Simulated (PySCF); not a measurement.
**H3SbS, singlet: structure and spectrum**

All numbers come from PySCF, PBE0, basis Sb def2-TZVP with ECP28, S def2-TZVP, H def2-TZVP (scalar-relativistic core potentials, no spin–orbit coupling, density fitting).

The structure is a minimum.

Coordinates in bohr (charge 0 multiplicity 1):
```
Sb    0.0000    0.6795    0.4812
S     0.0000   -2.7475   -1.9459
H     2.4630    1.0597    2.4930
H    -2.4630    1.0597    2.4930
H     0.0000    3.5253   -0.9883
```

```json
{
  "Point group": "C3v",
  "Bond lengths": "Sb–H 1.695 Å (×3), Sb–S 2.222 Å",
  "Bond angles": "H–Sb–H 100.5° (×3), H–Sb–S 117.4° (×3)",
  "Entropy at 298.15 K and 1 bar": "271.2 J/(mol K)",
  "Rotational constants": "2.462, 0.1269, 0.1269 cm⁻¹",
  "Principal quadrupole moments (Buckingham, traceless) about the centre of mass": "-3.68, 1.84, 1.84 D Å",
  "Lowest empty level": "-1.23 eV",
  "Rotational symmetry number": "3",
  "Atomisation energy without zero-point energy": "1001 kJ/mol",
  "Enthalpy at 298.15 K above 0 K": "12.39 kJ/mol",
  "Zero-point energy": "59.1 kJ/mol",
  "Dipole moment": "4.19 D",
  "Heat capacity Cp at 298.15 K": "57.6 J/(mol K)",
  "Principal polarisabilities": "48.2, 48.2, 79.5 bohr³",
  "Highest occupied level": "-6.69 eV"
}
```

Harmonic modes (masses in u: Sb 120.904, S 31.972, H 1.008):
```json
{"symmetry": "a1", "ω (cm⁻¹)": "477", "IR (km/mol, summed over degenerate members)": "28.7", "type": "stretch"}
{"symmetry": "e", "ω (cm⁻¹)": "486", "IR (km/mol, summed over degenerate members)": "19.2", "type": "bend"}
{"symmetry": "e", "ω (cm⁻¹)": "807", "IR (km/mol, summed over degenerate members)": "55.1", "type": "bend"}
{"symmetry": "a1", "ω (cm⁻¹)": "809", "IR (km/mol, summed over degenerate members)": "196", "type": "bend"}
{"symmetry": "e", "ω (cm⁻¹)": "1998", "IR (km/mol, summed over degenerate members)": "213", "type": "stretch"}
{"symmetry": "a1", "ω (cm⁻¹)": "2014", "IR (km/mol, summed over degenerate members)": "165", "type": "stretch"}
```

In C3v the vibrations span 3a1 + 3e.

Charges (e):
| atom | Mulliken | Löwdin | polar tensor | Mayer order to Sb1 |
| --- | --- | --- | --- | --- |
| Sb1 | 0.50 | 0.32 | 1.29 | – |
| S2 | -0.54 | -0.24 | -0.58 | 1.70 |
| H3,4,5 | 0.02 | -0.02 | -0.24 | 0.87 |

Mulliken populations on Sb1 (electrons outside its core potential): s 3.51, p 8.61, d 10.34, f 0.04.

Outer orbital energies (eV). occupied: -19.51, -16.33, -11.16, -11.16, -9.69, -6.69, -6.69; empty: -1.23, -0.06, -0.06, 0.12.

Counting electrons, antimony keeps none of its valence electrons outside its bonds, so the VSEPR class is AX4 and the expected shape is tetrahedral; with unlike ligands the computed point group is C3v.

Other isomers or separated fragments may lie lower.

The final relaxation and frequency run took 59 s on 2 threads of a shared Arm Neoverse N1 host, with 105 basis functions and 11 gradients; the process peaked at 1.4 GiB.
